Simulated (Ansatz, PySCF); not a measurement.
C3H8O2Si, SMILES O[Si@@H](OC)C=C. Atoms are numbered in the order given.

```xyz
14

C      2.4272    -0.1793    -0.5196
C      1.5669    -0.8780     0.2311
Si    -0.2558    -0.5255     0.2514
O     -0.8048    -0.1696     1.7824
O     -0.4491     0.7518    -0.7939
C     -1.6861     1.2990    -1.1554
H      2.0774     0.6302    -1.1691
H      3.5039    -0.3845    -0.5192
H      1.9580    -1.6838     0.8668
H     -1.1074    -1.6721    -0.1653
H     -0.2791     0.4711     2.2714
H     -2.2287     1.7036    -0.2824
H     -1.5179     2.1225    -1.8662
H     -2.3400     0.5546    -1.6462
```
Charge 0, spin multiplicity 1.

Geometry optimised at PBE0-D3(BJ)/def2-SVP. The structure was generated by enumeration; whether it is a known compound was not checked. The values are those of a single conformer.

Two levels are set side by side: PBE-D3(BJ)/def2-SVP (Ansatz, a program for electronic structure) and PBE0-D3(BJ)/def2-SVP (Ansatz). Each level has its own optimised geometry; the coordinates shown are those of the second. Frequencies come from the Hessian of PySCF at each geometry. Differences are taken from unrounded values.

```json
[
 {"quantity": "mean bond length (Å)", "PBE0-D3(BJ)": "1.306", "PBE-D3(BJ)": "1.317", "PBE-D3(BJ) minus PBE0-D3(BJ)": "0.011"},
 {"quantity": "bond C1–C2 (Å)", "PBE0-D3(BJ)": "1.339", "PBE-D3(BJ)": "1.349", "PBE-D3(BJ) minus PBE0-D3(BJ)": "0.010"},
 {"quantity": "bond C2–Si3 (Å)", "PBE0-D3(BJ)": "1.857", "PBE-D3(BJ)": "1.866", "PBE-D3(BJ) minus PBE0-D3(BJ)": "0.010"},
 {"quantity": "bond Si3–O4 (Å)", "PBE0-D3(BJ)": "1.665", "PBE-D3(BJ)": "1.683", "PBE-D3(BJ) minus PBE0-D3(BJ)": "0.018"},
 {"quantity": "bond Si3–O5 (Å)", "PBE0-D3(BJ)": "1.662", "PBE-D3(BJ)": "1.680", "PBE-D3(BJ) minus PBE0-D3(BJ)": "0.018"},
 {"quantity": "bond O5–C6 (Å)", "PBE0-D3(BJ)": "1.400", "PBE-D3(BJ)": "1.414", "PBE-D3(BJ) minus PBE0-D3(BJ)": "0.014"},
 {"quantity": "bond C1–H7 (Å)", "PBE0-D3(BJ)": "1.095", "PBE-D3(BJ)": "1.103", "PBE-D3(BJ) minus PBE0-D3(BJ)": "0.008"},
 {"quantity": "bond C1–H8 (Å)", "PBE0-D3(BJ)": "1.096", "PBE-D3(BJ)": "1.104", "PBE-D3(BJ) minus PBE0-D3(BJ)": "0.008"},
 {"quantity": "bond C2–H9 (Å)", "PBE0-D3(BJ)": "1.098", "PBE-D3(BJ)": "1.107", "PBE-D3(BJ) minus PBE0-D3(BJ)": "0.008"},
 {"quantity": "bond Si3–H10 (Å)", "PBE0-D3(BJ)": "1.488", "PBE-D3(BJ)": "1.499", "PBE-D3(BJ) minus PBE0-D3(BJ)": "0.012"},
 {"quantity": "bond O4–H11 (Å)", "PBE0-D3(BJ)": "0.962", "PBE-D3(BJ)": "0.974", "PBE-D3(BJ) minus PBE0-D3(BJ)": "0.012"},
 {"quantity": "bond C6–H12 (Å)", "PBE0-D3(BJ)": "1.105", "PBE-D3(BJ)": "1.114", "PBE-D3(BJ) minus PBE0-D3(BJ)": "0.009"},
 {"quantity": "bond C6–H13 (Å)", "PBE0-D3(BJ)": "1.101", "PBE-D3(BJ)": "1.110", "PBE-D3(BJ) minus PBE0-D3(BJ)": "0.009"},
 {"quantity": "bond C6–H14 (Å)", "PBE0-D3(BJ)": "1.106", "PBE-D3(BJ)": "1.115", "PBE-D3(BJ) minus PBE0-D3(BJ)": "0.009"},
 {"quantity": "highest harmonic wavenumber (cm⁻¹)", "PBE0-D3(BJ)": "3923", "PBE-D3(BJ)": "3751", "PBE-D3(BJ) minus PBE0-D3(BJ)": "-171"},
 {"quantity": "mean harmonic wavenumber (cm⁻¹)", "PBE0-D3(BJ)": "1327", "PBE-D3(BJ)": "1281", "PBE-D3(BJ) minus PBE0-D3(BJ)": "-46"},
 {"quantity": "zero-point energy (kcal/mol)", "PBE0-D3(BJ)": "68.30", "PBE-D3(BJ)": "65.92", "PBE-D3(BJ) minus PBE0-D3(BJ)": "-2.38"}
]
```

GGA bonds tend to be longer and softer than those of functionals with exact exchange. Differences between two approximate levels are no errors against the true value.
